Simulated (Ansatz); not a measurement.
Ansatz (an electronic-structure program) input (B3LYP/6-31G* with LANL2DZ past Ar): The .json file joins the Basis Set Exchange's 6-31G* for atoms up to Ar and LANL2DZ past it.

Ansatz 0.2 input:
```yaml
crystal:
  periodic: [false, false, false]
  atoms:
    - {symbol: K, position_ang: [-0.00000000, -0.00000000, -0.71415254]}
    - {symbol: O, position_ang: [0.00000000, 0.00000000, 1.69611228]}
basis:
  gaussian:
    orbitals: 6-31Gs+LANL2DZ.json
hamiltonian:
  xc: {name: B3LYP}
magnetization: {spin_polarized: true, initial_magnetization: 1}
phonons: {temperatures: {t_min: 298.15, t_max: 298.15, t_step: 100}}
```

Output:

```
Functional definition: B3LYP
integrals: 0.01 GiB planned
321 factors; integrals over basis functions are off by at most 1.9e-4 eV
mean field: 0.10 GiB planned
mean field evaluation 1: about -2806.1515 eV, gradient 3.0e1 eV
mean field evaluation 2: about -2648.2522 eV, gradient 9.6e1 eV
mean field evaluation 4: about -2809.3902 eV, gradient 9.9e0 eV
mean field evaluation 8: about -2809.9552 eV, gradient 9.1e-2 eV
mean field evaluation 16: about -2809.9553 eV, gradient 1.5e-4 eV
mean field evaluation 32: about -2808.0457 eV, gradient 2.8e0 eV
mean field evaluation 64: about -2809.9553 eV, gradient 3.0e-6 eV
mean field -2809.95529452 eV, -103.2639524174 hartree, gradient 3.0e-6 eV, S^2 0.807740; 8 other end points of the search recorded, 0 dependent functions left out
the calculation of the forces begins
reference -2809.95552641 eV, -103.2639609392 hartree; 9, 8 occupied and 18, 19 virtual orbitals, 321 factors
these checks for a lower state are left out or cut short: stability, starts, cluster_reference, orbital_swaps, neighbouring_geometries, increment
integrals: 0.01 GiB planned
321 factors; integrals over basis functions are off by at most 1.9e-4 eV
mean field: 0.10 GiB planned
mean field -2809.95529452 eV, -103.2639524174 hartree, gradient 1.3e-6 eV, S^2 0.807740; 0 other end points of the search recorded, 0 dependent functions left out
the calculation of the forces begins
reference -2809.95552641 eV, -103.2639609392 hartree; 9, 8 occupied and 18, 19 virtual orbitals, 321 factors
these checks for a lower state are left out or cut short: stability, starts, cluster_reference, orbital_swaps, neighbouring_geometries, increment
integrals: 0.01 GiB planned
321 factors; integrals over basis functions are off by at most 1.9e-4 eV
mean field: 0.10 GiB planned
mean field -2809.95529452 eV, -103.2639524174 hartree, gradient 1.3e-6 eV, S^2 0.807740; 0 other end points of the search recorded, 0 dependent functions left out
the calculation of the forces begins
reference -2809.95552641 eV, -103.2639609392 hartree; 9, 8 occupied and 18, 19 virtual orbitals, 321 factors
these checks for a lower state are left out or cut short: stability, starts, cluster_reference, orbital_swaps, neighbouring_geometries, increment
integrals: 0.01 GiB planned
321 factors; integrals over basis functions are off by at most 1.9e-4 eV
mean field: 0.10 GiB planned
mean field -2809.95529452 eV, -103.2639524174 hartree, gradient 9.2e-8 eV, S^2 0.807740; 0 other end points of the search recorded, 0 dependent functions left out
the calculation of the forces begins
reference -2809.95552641 eV, -103.2639609392 hartree; 9, 8 occupied and 18, 19 virtual orbitals, 321 factors
these checks for a lower state are left out or cut short: stability, starts, cluster_reference, orbital_swaps, neighbouring_geometries, increment
integrals: 0.01 GiB planned
321 factors; integrals over basis functions are off by at most 1.9e-4 eV
mean field: 0.10 GiB planned
mean field -2809.95529452 eV, -103.2639524174 hartree, gradient 9.2e-8 eV, S^2 0.807740; 0 other end points of the search recorded, 0 dependent functions left out
the calculation of the forces begins
reference -2809.95552641 eV, -103.2639609392 hartree; 9, 8 occupied and 18, 19 virtual orbitals, 321 factors
these checks for a lower state are left out or cut short: stability, starts, cluster_reference, orbital_swaps, neighbouring_geometries, increment
integrals: 0.01 GiB planned
321 factors; integrals over basis functions are off by at most 1.9e-4 eV
mean field: 0.10 GiB planned
mean field evaluation 96: about -2809.9553 eV, gradient 2.9e-5 eV
mean field -2809.95527889 eV, -103.2639518431 hartree, gradient 1.0e-6 eV, S^2 0.807362; 0 other end points of the search recorded, 0 dependent functions left out
the calculation of the forces begins
reference -2809.95551085 eV, -103.2639603676 hartree; 9, 8 occupied and 18, 19 virtual orbitals, 321 factors
these checks for a lower state are left out or cut short: stability, starts, cluster_reference, orbital_swaps, neighbouring_geometries, increment
integrals: 0.01 GiB planned
321 factors; integrals over basis functions are off by at most 1.9e-4 eV
mean field: 0.10 GiB planned
mean field -2809.95527901 eV, -103.2639518477 hartree, gradient 9.3e-7 eV, S^2 0.808120; 0 other end points of the search recorded, 0 dependent functions left out
the calculation of the forces begins
reference -2809.95551083 eV, -103.2639603668 hartree; 9, 8 occupied and 18, 19 virtual orbitals, 321 factors
these checks for a lower state are left out or cut short: stability, starts, cluster_reference, orbital_swaps, neighbouring_geometries, increment
integrals: 0.01 GiB planned
321 factors; integrals over basis functions are off by at most 1.9e-4 eV
mean field: 0.10 GiB planned
mean field -2809.95529452 eV, -103.2639524174 hartree, gradient 1.3e-6 eV, S^2 0.807740; 0 other end points of the search recorded, 0 dependent functions left out
the calculation of the forces begins
reference -2809.95552641 eV, -103.2639609392 hartree; 9, 8 occupied and 18, 19 virtual orbitals, 321 factors
these checks for a lower state are left out or cut short: stability, starts, cluster_reference, orbital_swaps, neighbouring_geometries, increment
integrals: 0.01 GiB planned
321 factors; integrals over basis functions are off by at most 1.9e-4 eV
mean field: 0.10 GiB planned
mean field -2809.95529452 eV, -103.2639524174 hartree, gradient 1.3e-6 eV, S^2 0.807740; 0 other end points of the search recorded, 0 dependent functions left out
the calculation of the forces begins
reference -2809.95552641 eV, -103.2639609392 hartree; 9, 8 occupied and 18, 19 virtual orbitals, 321 factors
these checks for a lower state are left out or cut short: stability, starts, cluster_reference, orbital_swaps, neighbouring_geometries, increment
integrals: 0.01 GiB planned
321 factors; integrals over basis functions are off by at most 1.9e-4 eV
mean field: 0.10 GiB planned
mean field evaluation 128: about -2809.9553 eV, gradient 9.2e-8 eV
mean field -2809.95529452 eV, -103.2639524174 hartree, gradient 9.2e-8 eV, S^2 0.807740; 0 other end points of the search recorded, 0 dependent functions left out
the calculation of the forces begins
reference -2809.95552641 eV, -103.2639609392 hartree; 9, 8 occupied and 18, 19 virtual orbitals, 321 factors
these checks for a lower state are left out or cut short: stability, starts, cluster_reference, orbital_swaps, neighbouring_geometries, increment
integrals: 0.01 GiB planned
321 factors; integrals over basis functions are off by at most 1.9e-4 eV
mean field: 0.10 GiB planned
mean field -2809.95529452 eV, -103.2639524174 hartree, gradient 9.2e-8 eV, S^2 0.807740; 0 other end points of the search recorded, 0 dependent functions left out
the calculation of the forces begins
reference -2809.95552641 eV, -103.2639609392 hartree; 9, 8 occupied and 18, 19 virtual orbitals, 321 factors
these checks for a lower state are left out or cut short: stability, starts, cluster_reference, orbital_swaps, neighbouring_geometries, increment
integrals: 0.01 GiB planned
321 factors; integrals over basis functions are off by at most 1.9e-4 eV
mean field: 0.10 GiB planned
mean field -2809.95527901 eV, -103.2639518477 hartree, gradient 9.3e-7 eV, S^2 0.808120; 0 other end points of the search recorded, 0 dependent functions left out
the calculation of the forces begins
reference -2809.95551083 eV, -103.2639603668 hartree; 9, 8 occupied and 18, 19 virtual orbitals, 321 factors
these checks for a lower state are left out or cut short: stability, starts, cluster_reference, orbital_swaps, neighbouring_geometries, increment
integrals: 0.01 GiB planned
321 factors; integrals over basis functions are off by at most 1.9e-4 eV
mean field: 0.10 GiB planned
mean field -2809.95527889 eV, -103.2639518431 hartree, gradient 1.0e-6 eV, S^2 0.807362; 0 other end points of the search recorded, 0 dependent functions left out
the calculation of the forces begins
reference -2809.95551085 eV, -103.2639603676 hartree; 9, 8 occupied and 18, 19 virtual orbitals, 321 factors
Total energy: -2809.95552641 eV, -103.2639609392 hartree
Atom 0 at    -0.000000    -0.000000    -0.714153 Å, force    -0.000000     0.000000     0.000001 eV/Å
Atom 1 at     0.000000     0.000000     1.696112 Å, force     0.000000    -0.000000    -0.000001 eV/Å
Dipole moment:    -0.000000     0.000000    -1.547307 e Å
Vibrations: 345.41 cm⁻¹, zero-point energy 0.021413 eV
```

The blocks after the first are displaced geometries, from whose forces the wavenumbers follow.
